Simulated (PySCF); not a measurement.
A GIAO shielding run with PySCF 2.14 (density fitting, non-relativistic, gas phase) on `CC(C)[Si@H](F)N[SiH2]CF`, C₄H₁₃F₂NSi₂:

```
$ OMP_NUM_THREADS=1 python probes_run.py task.json out

{"job": {"kind": "nmr", "xc": "PBE0", "basis": "pcSseg-1"}, "charge": 0, "multiplicity": 1}
C     -2.713946    -0.966718     0.880271
C     -1.840765    -0.394035    -0.234057
C     -2.301557     1.023273    -0.576922
Si    -0.008332    -0.445958     0.271813
F      0.196338     0.547536     1.534608
N      0.964089     0.196775    -1.006398
Si     2.617822     0.704115    -0.979642
C      3.424530    -0.127629     0.537984
F      3.310170    -1.502810     0.449423
H     -3.765177    -0.945149     0.595184
H     -2.439111    -1.996246     1.096522
H     -2.596110    -0.383452     1.790770
H     -1.985658    -1.018773    -1.121689
H     -3.349440     1.021594    -0.876164
H     -2.196483     1.672965     0.289004
H     -1.714902     1.443483    -1.391361
H      0.448996    -1.735145     0.760246
H      0.505868     0.291913    -1.897456
H      2.754680     2.154302    -0.799982
H      3.246310     0.235462    -2.216002
H      4.492932     0.083711     0.619363
H      2.939336     0.160170     1.472065
```

Hardware: 1 thread of an Arm Neoverse N1, shared host. The job also computes population analyses, field gradients.

Question: How large is the calculation?

Answer: 90 electrons, 232 basis functions and 1246 auxiliary functions.

Question: How long does it take, and how much memory does it need?

Answer: 93 s of wall time, with 12 SCF cycles and 4 response iterations; peak memory 0.97 GiB. Times on a shared host scatter by some tens of per cent.
